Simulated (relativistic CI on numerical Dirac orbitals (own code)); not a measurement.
**How well does a small relativistic CI reproduce Kr⁶⁺?**

Method of calculation: Dirac-Coulomb-Breit CI, separate exchange-only KLI orbitals for each configuration, QED by a radiative potential, valence Slater integrals scaled by 0.9, configuration energies shifted to the measured levels that pair with them (semi-empirical) (own radial code, finite nucleus).

Configurations in the expansion (outside the closed core [Ar]): 3d10 4s2, 3d10 4s 4p, 3d10 4p2, 3d10 4s 4d, 3d10 4s 5s, 3d10 4p 4d, 3d10 4s 5p, 3d10 4s 4f, 3d10 4s 5d, 3d10 4d2, 3d10 4f2, 3d10 4p 4f, 3d10 4p 5s, 3d10 4s 6s, 3d10 4s 6p, 3d10 4s 5f, 3d10 4s 5g, 3d10 4d 4f, 3d10 4s 6d, 3d9 4s 4p2, 3d10 4s 6f, 3d8 4s2 4p2, 3d9 4s2 4p, 3d10 4d 5s, 3d9 4s 4p 4d, 3d10 5s2, 3d8 4s2 4d2, 3d10 4f 5s, 3d9 4s 4p 4f. Levels of other configurations are missing.

```csv
Configuration,Term (tabulated),J,Measured (cm⁻¹),Computed,Error,Purity (%)
3d10 4s2,1S,0,0.0,0,0,98
3d10 4s 4p,3P°,0,117389.6,117416,26,100
3d10 4s 4p,3P°,1,120094.8,120068,-26,99
3d10 4s 4p,3P°,2,126553.0,126312,-241,100
3d10 4s 4p,1P°,1,170835.0,172838,2003,97
3d10 4p2,3P,0,274931.7,275131,199,97
3d10 4p2,3P,1,279414.5,279414,0,100
3d10 4p2,1D,2,279714.8,279187,-528,61
3d10 4p2,3P,2,288190.2,287686,-505,71
3d10 4p2,1S,0,321794.0,323225,1431,94
3d10 4s 4d,3D,1,349973.1,349981,8,100
3d10 4s 4d,3D,2,350416.8,350409,-8,100
3d10 4s 4d,3D,3,351116.2,351076,-41,100
3d10 4s 4d,1D,2,379488.3,380376,887,84
3d10 4s 5s,3S,1,438644.0,438644,0,100
3d10 4p 4d,3F°,3,479655.0,479654,-1,91
3d10 4p 4d,3F°,4,484543.0,484334,-209,91
3d10 4p 4d,1D°,2,487650.0,488327,677,88
3d10 4s 5p,3P°,0,492776.0,492621,-155,97
3d10 4s 5p,3P°,1,493219.0,493220,1,89
3d10 4s 5p,3P°,2,495578.4,495603,25,92
3d10 4s 4f,3F°,2,530349.0,530302,-47,93
3d10 4s 4f,3F°,3,530491.0,530492,1,93
3d10 4s 4f,3F°,4,530772.0,530782,10,91
3d10 4s 5d,3D,1,578470.0,578551,81,100
3d10 4s 5d,3D,2,578722.0,578722,0,100
3d10 4s 5d,3D,3,579109.0,579007,-102,100
```

Measured levels from Saloman, J. Phys. Chem. Ref. Data 36, 215 (2007); pairs were made by configuration, J and term (by order where the table uses no LS term), so strongly mixed levels may be paired wrongly.

Mean error by configuration (cm⁻¹): 3d10 4s 4p 440; 3d10 4p2 120; 3d10 4s 4d 212; 3d10 4s 5s 0; 3d10 4p 4d 155; 3d10 4s 5p -43; 3d10 4s 4f -12; 3d10 4s 5d -7. Over the excited levels the mean absolute error is 277 cm⁻¹ (26 of the 26 excited levels that our extract of the source holds in range could be paired), and the median relative error of those above 1,000 cm⁻¹ is 0.016 %, both after the shifts were fitted to these levels, so that a configuration with one level shows no error.

Configurations whose levels could be paired with our table of measured levels were shifted onto them, all but the ground configuration, by the median error of their levels; single terms can still be off by 1,000 to 2,000 cm⁻¹ or more, and rates follow the energies as ν³ (E1, M1) or ν⁵ (E2). The others borrow a shift and can be off by several thousand cm⁻¹ or more. 26 of the 26 excited levels that our extract of the measured tables holds in this range could be paired (the sources list more); they are missed by 277 cm⁻¹ on average and 2003 at most, after the shifts were fitted to these levels, and levels without a partner can miss by more.

Shifts applied (cm⁻¹): 3d10 4s2 0; 3d10 4s 4p 420; 3d10 4p2 -554; 3d10 4s 4d -301; 3d10 4s 5s -849; 3d10 4p 4d 2113; 3d10 4s 5p -384; 3d10 4s 4f -5722; 3d10 4s 5d -1069.
